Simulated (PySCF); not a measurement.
# Ionisation energy of Te by level of theory

Te [Kr] 4d10 5s2 5p4 (3P) → Te+ [Kr] 4d10 5s2 5p3 (4S), as a difference of total energies. Computed with PySCF 2.14 in def2-TZVP with the def2 core potential (28 electrons) (6s5p3d2f, 50 functions), with a scalar-relativistic core potential. Correlated levels: valence: 4s2 4p6 4d10 frozen. The calculations carry no spin-orbit coupling.

```csv
method,ionisation energy (eV),error (eV)
UHF,7.727,-1.022
PBE,8.718,-0.031
B3LYP,8.889,+0.140
MP2 (valence),8.317,-0.432
SCS-MP2 (valence),8.373,-0.376
CCSD (valence),8.439,-0.310
CCSD(T) (valence),8.465,-0.284
```

Reference: 8.749 eV (measured; NIST levels, between the centres of gravity of the two terms).

Errors of the correlated levels include the incompleteness of this basis and the frozen core.
